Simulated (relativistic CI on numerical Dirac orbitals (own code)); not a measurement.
**Ir XXIX: computed level list**

Computed by Dirac-Coulomb-Breit CI, KLI orbitals optimised for each configuration, model QED, unscaled Slater integrals (own radial code, finite nucleus).

CI space (outside the closed core [Ar] 3d10): 4s2 4p6 4d10 4f3, 4s2 4p6 4d9 4f4, 4s2 4p6 4d10 4f2 5s, 4s2 4p6 4d10 4f2 5p, 4s2 4p6 4d10 4f 5s2, 4s2 4p6 4d10 4f 5s 5p, 4s2 4p5 4d10 4f4, 4s2 4p6 4d10 4f2 5d, 4s2 4p6 4d10 4f 5p2, 4s2 4p6 4d10 4f 5s 5d, 4s 4p6 4d10 4f4, 4s2 4p6 4d9 4f2 5s2, 4s2 4p6 4d10 4f2 5f, 4s2 4p6 4d10 4f2 6s, 4s2 4p6 4d10 4f 5d2, 4s2 4p6 4d10 4f2 6p. Levels of other configurations are missing.

The lowest level is 4s2 4p6 4d10 4f3 4I°_9/2, with 80 % of that term; Hund's rules for 4s2 4p6 4d10 4f3 give 4I° with J = 9/2, in agreement.

```
No.        Configuration  Term     J  E (cm⁻¹)    %  Next component (%)  Lifetime (s)  jj configuration (%)
  1     4s2 4p6 4d10 4f3   4I°   9/2         0   80              18 2H°                        4f5/2^3 (86)
  2     4s2 4p6 4d10 4f3   4I°  11/2     27539   94               6 2H°      1.32e-03    4f5/2^2 4f7/2 (95)
  3     4s2 4p6 4d10 4f3   4F°   3/2     41462   59              29 2D°                        4f5/2^3 (82)
  4     4s2 4p6 4d10 4f3   4I°  13/2     49640   88              10 2K°      2.28e-03    4f5/2 4f7/2^2 (56)
  5     4s2 4p6 4d10 4f3   2H°   9/2     54588   34              34 2G°      1.12e-03    4f5/2^2 4f7/2 (83)
  6     4s2 4p6 4d10 4f3   4F°   5/2     59526   61              20 4G°      8.86e-03          4f5/2^3 (45)
  7     4s2 4p6 4d10 4f3   4S°   3/2     67691   58              24 2P°      4.12e-03    4f5/2^2 4f7/2 (89)
  8     4s2 4p6 4d10 4f3   4I°  15/2     67840   73              24 2K°      6.36e-03    4f5/2 4f7/2^2 (47)
  9     4s2 4p6 4d10 4f3   2G°   7/2     68011   46              45 4F°      7.28e-03    4f5/2^2 4f7/2 (93)
 10     4s2 4p6 4d10 4f3   4G°   5/2     68812   65              25 4F°      5.51e-03    4f5/2^2 4f7/2 (66)
 11     4s2 4p6 4d10 4f3   4G°   7/2     81845   67              25 4F°      2.44e-03    4f5/2^2 4f7/2 (83)
 12     4s2 4p6 4d10 4f3   2K°  13/2     88999   84              11 4I°      7.17e-04    4f5/2^2 4f7/2 (50)
 13     4s2 4p6 4d10 4f3   4F°   9/2     89193   59              27 2H°      1.15e-03    4f5/2 4f7/2^2 (81)
 14     4s2 4p6 4d10 4f3   2H°  11/2     90813   65              23 4G°      1.29e-03    4f5/2 4f7/2^2 (62)
 15     4s2 4p6 4d10 4f3   2D°   3/2     98568   29              24 4S°      9.90e-04    4f5/2 4f7/2^2 (47)
 16     4s2 4p6 4d10 4f3   2P°   1/2    100707   59              41 4D°      1.52e-03    4f5/2^2 4f7/2 (90)
 17     4s2 4p6 4d10 4f3   2G°   7/2    101773   49              29 4F°      9.09e-04    4f5/2 4f7/2^2 (90)
 18     4s2 4p6 4d10 4f3   4G°   9/2    103747   81              17 2H°      1.05e-03    4f5/2 4f7/2^2 (73)
 19     4s2 4p6 4d10 4f3   2L°  15/2    104907   47              31 2K°      9.50e-04    4f5/2^2 4f7/2 (59)
 20     4s2 4p6 4d10 4f3   2D°   5/2    106898   45              39 4D°      1.50e-03    4f5/2^2 4f7/2 (77)
 21     4s2 4p6 4d10 4f3   2H°  11/2    113537   62              26 2I°      2.60e-03    4f5/2^2 4f7/2 (60)
 22     4s2 4p6 4d10 4f3   2D°   3/2    117262   40              36 4D°      1.42e-03    4f5/2^2 4f7/2 (51)
 23     4s2 4p6 4d10 4f3   2D°   5/2    121680   73              16 4D°      9.00e-04    4f5/2 4f7/2^2 (85)
 24     4s2 4p6 4d10 4f3   4G°  11/2    127469   53              43 2I°      1.17e-03    4f5/2 4f7/2^2 (78)
 25     4s2 4p6 4d10 4f3   2H°   9/2    128850   39              36 2G°      7.00e-04          4f7/2^3 (47)
 26     4s2 4p6 4d10 4f3   4D°   1/2    134241   59              41 2P°      1.59e-03    4f5/2 4f7/2^2 (90)
 27     4s2 4p6 4d10 4f3   2I°  13/2    139631   94               6 2K°      1.59e-03    4f5/2 4f7/2^2 (95)
 28     4s2 4p6 4d10 4f3   4D°   7/2    141506   91               7 2F°      1.64e-03    4f5/2 4f7/2^2 (68)
 29     4s2 4p6 4d10 4f3   2D°   3/2    141756   46              24 2P°      4.61e-04    4f5/2 4f7/2^2 (70)
 30     4s2 4p6 4d10 4f3   2L°  15/2    142131   50              45 2K°      5.76e-04          4f7/2^3 (52)
 31     4s2 4p6 4d10 4f3   2L°  17/2    143852  100                          1.84e-03   4f5/2 4f7/2^2 (100)
 32     4s2 4p6 4d10 4f3   2H°   9/2    145834   58              28 2G°      6.49e-04          4f7/2^3 (48)
 33     4s2 4p6 4d10 4f3   2F°   5/2    156338   51              33 4D°      3.27e-04    4f5/2 4f7/2^2 (90)
 34     4s2 4p6 4d10 4f3   2D°   3/2    165186   55              23 2P°      4.62e-04          4f7/2^3 (74)
 35     4s2 4p6 4d10 4f3   2H°  11/2    168909   64              23 2I°      4.70e-04          4f7/2^3 (71)
 36     4s2 4p6 4d10 4f3   2F°   7/2    183124   85               6 2G°      4.72e-04    4f5/2 4f7/2^2 (55)
 37     4s2 4p6 4d10 4f3   2D°   5/2    187865   58              28 2F°      3.53e-04          4f7/2^3 (78)
 38     4s2 4p6 4d10 4f3   2G°   9/2    193753   91               8 2H°      8.46e-04    4f5/2 4f7/2^2 (76)
 39     4s2 4p6 4d10 4f3   2G°   7/2    197531   85              13 2F°      1.16e-03    4f5/2^2 4f7/2 (45)
 40     4s2 4p6 4d10 4f3   2F°   7/2    266088   88               9 2G°      1.95e-04          4f7/2^3 (50)
 41     4s2 4p6 4d10 4f3   2F°   5/2    272944   99                          3.21e-04    4f5/2 4f7/2^2 (83)
 42  4s2 4p6 4d10 4f2 5s    4H   7/2   1238336   89               11 2G      2.33e-06       4f5/2^2 5s (97)
 43  4s2 4p6 4d10 4f2 5s    4H   9/2   1244290   52               34 2H      2.41e-06       4f5/2^2 5s (95)
 44  4s2 4p6 4d10 4f2 5s    4F   3/2   1261613   87               12 2D      7.66e-07       4f5/2^2 5s (86)
 45  4s2 4p6 4d10 4f2 5s    4F   5/2   1266662   59               26 2F      5.64e-07       4f5/2^2 5s (84)
```

Energies count from the lowest computed level; ° marks odd parity; lifetimes are radiative, by E1, M1, E2, M2, E3 decay to levels of this space only; some are left blank where a channel outside the calculation adds to the decay or the decay crosses a small, uncertain gap. Filled j subshells are mostly left out of the jj labels.

The mean weight of the leading LS term, summed over parents, in these 45 levels is 66 %, and that of the leading jj configuration (from the same eigenvectors) 73 %.

At this charge energies of transitions that change n are usually good to better than 1 %, and those within a shell (Δn = 0) to a few per cent. Terms inside the open d or f shell come out 10 to 20 % too wide with unscaled integrals.

LS names give the leading component of a level, which can be under half, so a name can repeat, a term be missing and a line seem to break the LS rules.
